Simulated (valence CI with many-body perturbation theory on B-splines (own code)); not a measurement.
**Tc12+: key properties**

Level of theory: relativistic CI+MBPT: three valence electrons over a frozen Dirac-Fock core [Ar] 3d10, radial functions for each j: 11 s, 11 p, 9 d, 7 f, 5 g, 2 h, 1 i, with the one-electron correlation potential Σ1, the two-electron term Σ2, the three-electron term Σ3, Breit, model QED; selected CI, second order for the rest, scaled by the run's own slope (own B-spline code, finite nucleus).

No measured levels were compared; by estimate levels hold to about 250 cm⁻¹ or 0.2 % of their energy and the worst to 1 %, as in measured heavy ions of charge 2 to 7; those with d or f electrons hold less well.

Names give the largest LS component (configuration and term), which can be under half, so a name can repeat, a term be missing and a line seem to break the LS rules; names also repeat where a configuration has a term twice.

Rates and lifetimes use the calculated energies. Strong lines usually hold to 10 to 20 %, long lifetimes can be off by a factor of two.

Q: What is the ground level?

A: 4s²4p ²P°_1/2, composition 98 % 4s²4p ²P°, g = 0.665.

Q: What are the static dipole polarisabilities of the lowest levels?

A: 4s²4p ²P°_1/2 0.783; 4s²4p ²P°_3/2 0.804 (tensor 0.066) bohr³, of which the core gives 0.0490.

Q: How well does LS coupling describe the low levels?

A: Among the lowest 20 levels the leading LS term, summed over configurations, holds 86 % on average. For single configurations the figures are 82 % in LS and 78 % in jj coupling. Terms mix most in the J = 3/2 level at 531610 cm⁻¹, where the leading one holds 42 %.

Q: What is the ionisation energy?

A: 262.9 eV; NIST lists 262.08 ± 0.12 eV (semi-empirical).

Q: Where does the other parity begin?

A: At 4s4p² ⁴P_1/2, 213360 cm⁻¹.

Q: Among levels below 1019900 cm⁻¹, which E1 lines absorb most strongly from the ground level?

A: to 4s²4d ²D_3/2 at 21.81 nm, f = 1.03; to 4s4p² ²P_1/2 at 31.29 nm, f = 0.478; to 4s4p² ²D_3/2 at 35.16 nm, f = 0.246.

Q: How is the term ²P° of the ground level split?

A: J = 1/2 at 0, J = 3/2 at 33565 cm⁻¹.
